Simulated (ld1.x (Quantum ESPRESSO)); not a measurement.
# Reading a pseudo-wave (platinum)

Columns: radius, all-electron u(r) and pseudo u(r) of the 5s shell (level -99.28 eV) of platinum in the configuration [Kr] 4d10 4f14 5s2 5p6 5d10 6s0 6p0; revPBE, scalar-relativistic, TM scheme, ld1.x (Quantum ESPRESSO) 7.5.

```
r (bohr)  all-electron  pseudo
   0.090        0.1227  0.1495
   0.180        0.2748  0.2974
   0.270       -0.4974  0.4421
   0.360       -0.6469  0.5820
   0.450       -0.2387  0.7144
   0.540        0.3161  0.8357
   0.630        0.7769  0.9408
   0.720        1.0701  1.0228
   0.810        1.2057  1.0739
   0.900        1.2226  1.0876
   0.990        1.1612  1.0609
   1.080        1.0557  0.9964
   1.170        0.9304  0.9026
   1.260        0.8015  0.7917
   1.350        0.6788  0.6765
   1.440        0.5674  0.5671
   1.530        0.4695  0.4695
   1.620        0.3853  0.3853
   1.710        0.3142  0.3142
   1.800        0.2549  0.2549
   1.890        0.2059  0.2059
   1.980        0.1657  0.1657
   2.070        0.1330  0.1330
   2.160        0.1064  0.1064
   2.250        0.0850  0.0850
   2.340        0.0678  0.0678
```

**Question.** How many radial nodes do the two functions have?

**Answer.** The all-electron 5s function has n − l − 1 = 4 (the table is too coarse to show those close to the nucleus); the pseudo-wave has 0, since the states of the same l below it are removed with the core.

**Question.** At about which radius was the pseudo-wave matched?

**Answer.** 1.60 bohr. The columns agree to 0.0005 from 1.44 bohr on; several derivatives are matched, so the curves merge somewhat inside the radius.

**Question.** Where does each function peak?

**Answer.** Outermost all-electron maximum near 0.90 bohr, pseudo maximum near 0.90 bohr (to the table’s step).

**Question.** Is the pseudo-wave norm-conserving?

**Answer.** Yes: the TM scheme keeps the norm inside the radius equal to the all-electron one, which fixes the energy derivative of the logarithmic derivative at the level.
